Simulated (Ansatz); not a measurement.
`C#C[SiH](C)OC` + HCl → `CO[SiH](C)Cl` + acetylene at 500 K and 1 bar (ligand exchange at the Si–C bond).

Program: Ansatz. Geometries: PBE0-D4/def2-TZVP. ΔE: electronic, gas phase. CBS: MP2 limit from def2 TZ/QZ plus the TZ coupled-cluster correction, frozen cores. This one scheme is used for every species. Each species was taken in one conformer, which may not be the lowest.

| species | CCSD(T)/CBS energy (Eh) | H − E (kJ/mol) | S (J/(mol·K)) |
| --- | --- | --- | --- |
| `C#C[SiH](C)OC` | -521.27282 | 340.8 | 467.5 |
| HCl | -460.38127 | 32.5 | 201.9 |
| `CO[SiH](C)Cl` | -904.45266 | 287.2 | 435.7 |
| `C#C` | -77.22717 | 90.7 | 225.3 |

H − E and S are ideal-gas, rigid-rotor, harmonic terms from PBE0-D4/def2-TZVP, for one conformer and one mirror image of each species. 1 Eh = 2625.50 kJ/mol, R = 8.31446 J/(mol·K).

Task: By hand: ΔE, ΔH, ΔS and ΔG.

Result: ΔE = (-904.45266) + (-77.22717) − (-521.27282) − (-460.38127) = -0.02574 Eh = -67.6 kJ/mol. Δ(H − E) = 287.2 + 90.7 − 340.8 − 32.5 = 4.6, so ΔH = -63.0 kJ/mol. ΔS = 435.7 + 225.3 − 467.5 − 201.9 = -8.4 J/(mol·K). ΔG = -63.0 − 500 × (-8.4)/1000 = -58.8 kJ/mol.

Task: By hand: the equilibrium constant, and the temperature at which ΔG would vanish if ΔH and ΔS stayed fixed.

Result: log₁₀ K = −ΔG/(RT ln 10) = 6.1. ΔG = 0 at ΔH/ΔS = 7500 K, far beyond where these terms or the molecules hold.

The number of gas molecules stays the same, so ΔS is small and ΔH decides. A doubt of 5 kJ/mol in ΔE shifts log₁₀ K by 0.5 here. Other conformers and mirror images would add mixing entropy, several J/(mol·K) or more a flexible species. These are equilibria of isolated gas molecules and say nothing of rates. Largest T1 diagnostic: 0.013 (customary marks: 0.02 for closed shells, 0.045 for open ones).
